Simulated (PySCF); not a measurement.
CsI, SMILES [Cs][I].

Coordinates come from a PBE-D3(BJ)/def2-TZVPD optimisation. The def2 effective core potentials stand for the cores of Cs, I; spin–orbit coupling is left out.

Two levels are set side by side: PBE/def2-TZVPD (PySCF) and CAM-B3LYP/def2-TZVPD (PySCF). Same geometry, gas phase. Differences are taken from unrounded values.

| quantity | CAM-B3LYP | PBE | PBE minus CAM-B3LYP |
|---|---|---|---|
| orbital gap (eV) | 5.61 | 2.61 | -3.00 |
| highest occupied level (eV) | -6.54 | -4.39 | 2.15 |
| lowest empty level (eV) | -0.93 | -1.78 | -0.85 |
| dipole moment (D) | 11.85 | 11.12 | -0.73 |
| mean polarisability (bohr³) | 76.6 | 88.3 | 11.7 |

PBE's occupied levels lie high since its potential decays too fast outside the molecule; exact exchange lowers them and widens the gap. Loosely held outer electrons make PBE densities more polarisable. Differences between two approximate levels are no errors against the true value.

Rough cost on one machine, each run with all the roots and properties that it gave: CAM-B3LYP against PBE within a factor of 2.
